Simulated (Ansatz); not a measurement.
The same path of FH3OSi + H2Se (9 atoms, charge 0, multiplicity 1) was run 3 times with different band settings. Lost on the way: Si1–F2, H6–Se7. Made: Si1–Se7, F2–H6.

These are results of Ansatz 0.2.0, RKS BLYP-D4/def2-SVP, not measurements.

Relaxed end points:

```xyz
9
Properties=species:S:1:pos:R:3
Si -0.605 0.743 0.037
F 1.042 0.813 0.075
H -0.973 0.375 -1.365
H -1.074 -0.210 1.076
O -1.234 2.227 0.476
H 1.769 -1.380 -0.479
Se 1.074 -2.692 -0.569
H -1.118 2.954 -0.164
H 1.119 -2.831 0.913
```

```xyz
9
Properties=species:S:1:pos:R:3
Si -1.109 -0.067 -0.065
F 1.885 1.095 -0.640
H -1.493 0.105 -1.504
H -2.257 -0.539 0.761
O -0.477 1.276 0.684
H 1.753 0.140 -0.562
Se 0.530 -1.766 -0.229
H 0.403 1.531 0.312
H 0.766 -1.775 1.242
```

Common settings: movable images 9; climbing image yes; optimiser quadratic models (default); start path through a guess of the saddle point; end points relaxed.

| run | spring | force threshold | iteration limit |
| --- | --- | --- | --- |
| 1 | 5.0 eV/Å² | 0.05 eV/Å | 51 |
| 2 | 5.0 eV/Å² | 0.5 eV/Å | 60 |
| 3 | 0.5 eV/Å² | 0.05 eV/Å | 60 |

Task: What does each run give, and how far can it be trusted?

Result: Run 1: converged after 23 iterations, highest image 1.487 eV above the first end. A vibrational analysis at the climbing image gives one clearly imaginary mode, 605i cm⁻¹: a first-order saddle point.
Run 2: converged after 8 iterations, highest image 1.506 eV above the first end. The threshold of 0.5 eV/Å is loose, so the images may lie well off the minimum-energy path. The order of the stationary point at the top wasn't checked.
Run 3: converged after 25 iterations, highest image 1.487 eV above the first end. Another band between the same ends (9 images) ends at a top of the same energy, where a vibrational analysis finds 1 clearly imaginary mode.
The orbitals stay closed-shell, which can raise the energy where a bond breaks towards radicals; this wasn't checked here.
